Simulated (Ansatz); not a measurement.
```yaml
crystal:
  periodic: [false, false, false]
  atoms:
    - {symbol: B, position_ang: [0.095337, 1.983595, 2.956112]}
    - {symbol: O, position_ang: [0.930698, 1.223675, 0.667245]}
    - {symbol: Si, position_ang: [-0.268920, -0.585660, -1.520842]}
    - {symbol: O, position_ang: [1.640110, -2.962147, -1.795804]}
    - {symbol: F, position_ang: [-0.347186, 0.986459, -4.072558]}
    - {symbol: H, position_ang: [1.428929, 3.347537, 4.171514]}
    - {symbol: H, position_ang: [-1.932616, 1.291042, 3.712552]}
    - {symbol: H, position_ang: [-2.884451, -1.319658, -0.916977]}
    - {symbol: H, position_ang: [1.505150, -4.052527, -3.233742]}
basis:
  gaussian: {orbitals: cc-pVDZ}
hamiltonian: {xc: {name: wB97X}}
```

```sh
$ ansatz run in.yaml --threads 2 --pin off --events-out ev --progress --plain --max-ram 4352MiB
```

It prints (some lines left out):

```
Functional definition: wB97X
885 factors; integrals over basis functions are off by at most 1.4e-3 eV
261 factors; integrals over basis functions are off by at most 2.7e-5 eV
mean field evaluation 1: about -15352.0474 eV, gradient 1.1e2 eV
mean field evaluation 2: about -14677.2266 eV, gradient 2.9e2 eV
mean field evaluation 4: about -15347.6507 eV, gradient 1.2e2 eV
mean field evaluation 8: about -15395.2567 eV, gradient 2.9e0 eV
mean field evaluation 16: about -15395.3195 eV, gradient 1.7e-5 eV
mean field -15395.31952489 eV, -565.7675572174 hartree, gradient 1.7e-5 eV, S^2 0.000000; 6 other end points of the search recorded, 0 dependent functions left out
reference -15395.31948176 eV, -565.7675556322 hartree; 24, 24 occupied and 70, 70 virtual orbitals, 885 factors
Total energy: -15395.31948176 eV, -565.7675556322 hartree
```

Task: Something in this input is off. What?

Result: The coordinates are in bohr but typed as ångström. Self-consistency was reached. The result belongs to that input, not to the molecule as meant.
